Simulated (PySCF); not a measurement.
## Two-component Hartree-Fock for In²⁺ (indium, charge +2)

Start: [Kr] 4d10 5s1; 5s1/2 filled at m_j = +1/2. Calculated with PySCF 2.14 in x2c-TZVPall-2c (8s9p5d2f, 74 functions): generalised Hartree-Fock with the X2C-1e Hamiltonian and a Gaussian nucleus; one run each with spin-orbit coupling (SO) switched off, then screened by Boettger's factors. This is a chosen level, not necessarily the ground level.

| spinor shell | electrons | ε, spin-free (eV) | ε, screened SO (eV) | weight of nominal j (screened SO) | rms radius, screened SO (bohr) |
| --- | --- | --- | --- | --- | --- |
| 1s1/2 | 2 | -28099.5 | -28097.0 | 1.000 | 0.0340 |
| 2s1/2 | 2 | -4313.2 | -4312.5 | 1.000 | 0.139 |
| 2p1/2 | 2 | -3866.1 | -4012.3 | 1.000 | 0.120 |
| 2p3/2 | 4 | -3866.1 | -3799.2 | 1.000 | 0.125 |
| 3s1/2 | 2 | -871.84 | -871.67 | 1.000 | 0.371 |
| 3p1/2 | 2 | -721.81 | -749.09 | 1.000 | 0.365 |
| 3p3/2 | 4 | -721.81 | -709.27 | 1.000 | 0.376 |
| 3d3/2 | 4 | -489.51 | -494.20 | 1.000 | 0.350 |
| 3d5/2 | 6 | -489.51 | -486.23 | 1.000 | 0.353 |
| 4s1/2 | 2 | -162.04 | -162.02 | 1.000 | 0.908 |
| 4p1/2 | 2 | -115.11 | -119.92 | 1.000 | 0.970 |
| 4p3/2 | 4 | -115.11 | -112.91 | 1.000 | 1.00 |
| 4d3/2 | 4 | -45.249 | -45.833 | 0.990 | 1.25 |
| 4d5/2 | 6 | -45.249 | -44.854 | 0.994 | 1.26 |
| 5s1/2 | 1 | -26.810 | -26.812 | 1.000 | 2.57 |

```tsv
quantity	spin-free	screened SO
E (hartree)	-5876.80506	-5878.08778
M_J	1/2	1/2
⟨J²⟩	0.751	0.751
⟨L²⟩	0.000	0.017
⟨S²⟩	0.751	0.767
```

Each row is a mean over spinors that exchange with the open shell spreads, by up to 0.377 eV (4s1/2).

Breit and QED terms are absent; they matter most for the inner s and p1/2 levels.

Densities and radii are taken from the X2C orbitals without a picture-change correction, which distorts them close to the nucleus.

Without spin-orbit coupling the j labels of p, d and f shells carry no meaning; the spin-free column gives the mean over the occupied spinors of each nl shell.
